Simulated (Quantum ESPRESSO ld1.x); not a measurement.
All-electron atom: the tungsten ion W+ in [Xe] 4f14 5d4 6s1. Method: Dirac Kohn-Sham, BLYP, spin-unpolarised, spherical densities, point nucleus; open shells fill j = l - 1/2 first; computed with ld1.x of Quantum ESPRESSO 7.5.

Normalised radial functions P(r) = r R(r) (large component), r in bohr:

```
   r/bohr * 5s1/2, o 6s1/2 (the largest magnitude, 1.09, reaches the edge; | marks zero, & curves that meet)
0.0009191                             o *
  0.00145                             |o*
 0.002288                             |o *
  0.00361                             |o  *
 0.005696                             |o  *
 0.008915                             | o  *
  0.01406                             |o *
  0.02219                             &
  0.03501                        *  o |
  0.05524                      *    o |
  0.08716                             &
   0.1375                             |  o      *
    0.217                             |o*
   0.3423              *         o    |
   0.5401                             |&
   0.8521                             |       o                  *
    1.334                            o|                    *
    2.104              o              |    *
     3.32               o             *
    5.238                        o    *
    8.264                            o*
```

5s1/2: eigenvalue -85.747 eV, 4 radial nodes at r = 0.0218, 0.0872, 0.227, 0.532 bohr, <r> = 1.07 bohr, 90 % of the charge inside 1.54 bohr. 6s1/2: eigenvalue -12.047 eV, 5 radial nodes at r = 0.0218, 0.0871, 0.225, 0.518, 1.28 bohr, <r> = 2.98 bohr, 90 % of the charge inside 4.36 bohr.
